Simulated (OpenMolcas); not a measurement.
OpenMolcas run: Cl I

Input:

```
&GATEWAY
Coord
1

Cl 0.0 0.0 0.0
Basis=ANO-RCC-VTZP
Group=XYZ
NoMove
AngMom=0.0 0.0 0.0
AMFI
&SEWARD
&RASSCF
FileOrb=start.orb
Symmetry=2
Spin=2
nActEl=5 0 0
Inactive=3 3
Ras2=0 3
CIRoot=3 3 1
SDav=3
CIMx=300
Iter=120 100
PrWF=0.3
OrbListing=Nothing
MaxOrb=0
Atom
>>> COPY $Project.JobIph JOB001
&RASSI
NrOfJobIphs=1 3
1 2 3
IphNames
JOB001
EJob
SpinOrbit
DIPRint=1.0
SOCoupling=1000.0
Subsets=2
MEES
Property=10
'ANGMOM' 1 'ANGMOM' 2 'ANGMOM' 3 'MLTPL  1' 1 'MLTPL  1' 2 'MLTPL  1' 3
'AMFI' 1 'AMFI' 2 'AMFI' 3 'MLTPL  2' 6
SOProperty=3
'ANGMOM' 1 'ANGMOM' 2 'ANGMOM' 3
```

A driver script runs the steps one by one and writes start.orb anew before each from the orbitals found so far.

Output, cut to the results:

```
--- SEWARD ---
Basis set label: CL.ANO-RCC...5S4P2D1F.

      Electronic valence basis set:
      ------------------
      Associated Effective Charge  17.000000 au
      Associated Actual Charge     17.000000 au
      Nuclear Model: Point charge

      Shell  nPrim  nBasis  Cartesian Spherical Contaminant
         s      17       5        X
         p      12       4        X
         d       5       2                 X
         f       4       1                 X
                  Relativistic Douglas-Kroll-Hess integrals:
                    - DKH order of Hamiltonian: 2
                    - DKH order of Properties : 0
                  Atomic mean-field integrals
--- RASSCF ---
Wave function specifications:
      -----------------------------

      Number of closed shell electrons          12
      Number of electrons in active shells       5
      Max number of holes in RAS1 space          0
      Max nr of electrons in RAS3 space          0
      Number of inactive orbitals                6
      Number of active orbitals                  3
      Number of secondary orbitals              25
      Spin quantum number                      0.5
      State symmetry                             2
Orbital specifications:
      -----------------------

      Symmetry species                           1   2
                                                ag  au
      Frozen orbitals                            0   0
      Inactive orbitals                          3   3
      Active orbitals                            0   3
      RAS1 orbitals                              0   0
      RAS2 orbitals                              0   3
      RAS3 orbitals                              0   0
      Secondary orbitals                        12  13
      Deleted orbitals                           0   0
      Number of basis functions                 15  19
      Number of CSFs                             3
      Number of root(s) required                 3
      Iter CI   SX   CI       RASSCF       Energy    max ROT     max BLB   max BLB  Level Ln srch  Step   QN
          iter iter root      energy       change     param      element    value   shift minimum  type update
 Nr of preliminary CI iterations:   1
        1   1    7    0  -460.89009804    0.00E+00  -1.29E-02    2   4 1  1.69E-02*  0.00   0.00    SX    NO
        2   1    7    0  -460.89093100   -8.33E-04* -1.14E-03    3   5 1  5.04E-03*  0.00   0.00    SX    NO
        3   1    7    0  -460.89095166   -2.07E-05*  5.24E-04    5   8 2  7.37E-04*  0.00   0.00    SX    NO
        4   1    6    0  -460.89095275   -1.08E-06*  9.40E-05    3   5 1  2.67E-04*  0.00   0.00    SX    NO
        5   1    5    0  -460.89095282   -7.08E-08*  2.59E-05    5   8 2  5.07E-05   0.00   0.80    QN   YES
        6   1    4    0  -460.89095282   -5.36E-09   1.17E-06    3   5 1  3.70E-06   0.00   1.01    QN   YES
      Convergence after  6 iterations
        7   1    4    0  -460.89095282   -1.27E-11   1.17E-06    3   4 1 -9.06E-07   0.00   1.01    QN   YES
      Natural orbitals and occupation numbers for root  1
      sym 2:   2.000000   1.000000   2.000000
      Natural orbitals and occupation numbers for root  2
      sym 2:   2.000000   2.000000   1.000000
      Natural orbitals and occupation numbers for root  3
      sym 2:   1.000000   2.000000   2.000000
::    RASSCF root number  1 Total energy:   -460.89095282
::    RASSCF root number  2 Total energy:   -460.89095282
::    RASSCF root number  3 Total energy:   -460.89095282

--- RASSI ---
SPIN-FREE ENERGIES:
  (Shifted by EMIN (a.u.) =       -460.8909528220)

 SF State       Relative EMIN(au)   Rel lowest level(eV)    D:o, cm**(-1)      L_eff

     1             0.0000000000        0.0000000000              0.0000         1.0
     2             0.0000000000        0.0000000000              0.0000         1.0
     3             0.0000000000        0.0000000000              0.0000         1.0
     Dipole printing threshold changed to   1.00000000E+00
Eigenvalues of complex Hamiltonian:
   -----------------------------------
  (Shifted by EMIN (a.u.) =       -460.8909528220)

 SO State       Relative EMIN(au)   Rel lowest level(eV)    D:o, cm**(-1)     J-value

     1            -0.0012466590        0.0000000000              0.0000         1.0
     2            -0.0012466590        0.0000000000              0.0000         1.3
     3            -0.0012466590        0.0000000000              0.0000         1.0
     4            -0.0012466590        0.0000000000              0.0000         1.3
     5             0.0024933180        0.1017699600            820.8301         0.4
     6             0.0024933180        0.1017699600            820.8301         0.4
Weights of the five most important spin-orbit-free states for each spin-orbit state.

 SO State  Total energy (au)           Spin-free states, spin, and weights
 -------------------------------------------------------------------------------------------------------
    1        -0.001247       3 0.5  0.6667    2 0.5  0.1667    1 0.5  0.1667
    2        -0.001247       2 0.5  0.5000    1 0.5  0.5000    3 0.5  0.0000
    3        -0.001247       3 0.5  0.6667    2 0.5  0.1667    1 0.5  0.1667
    4        -0.001247       2 0.5  0.5000    1 0.5  0.5000    3 0.5  0.0000
    5         0.002493       2 0.5  0.3333    1 0.5  0.3333    3 0.5  0.3333
    6         0.002493       2 0.5  0.3333    1 0.5  0.3333    3 0.5  0.3333
...
```

The J values that RASSI prints are effective ones from its own formula and need not be integers or half-integers; the table below assigns J from the states.

Levels above the lowest, from the spin-orbit matrix, grouped by J:

| Configuration | Term | J | E (cm-1) | Measured (cm-1) | g | Term weight % |
| --- | --- | --- | --- | --- | --- | --- |
| 3s2 3p5 | 2P* | 3/2 | 0.0 | 0.0 | 1.334 | 100 |
| 3s2 3p5 | 2P* | 1/2 | 821 | 882 | 0.666 | 100 |

Against the measured value (NIST Handbook of Basic Atomic Spectroscopic Data): 3s2 3p5 2P* 1/2: computed 821, measured 882 cm-1 (-7.0 %).

Without dynamic correlation excited terms often stand tens of per cent too high (terms of higher spin than the ground term too low), and those without a measured partner can miss by more than the paired ones. Computed and measured levels are paired by configuration, term and J; levels that our copy of the source lacks, or whose pairing is in doubt (as where it misses far off the trend of its configuration), stay unpaired and out of the deviations. Levels of configurations outside the active space are missing.

The term weight is that of the spin-free term in the level, not the purity of its configuration. * marks odd parity.
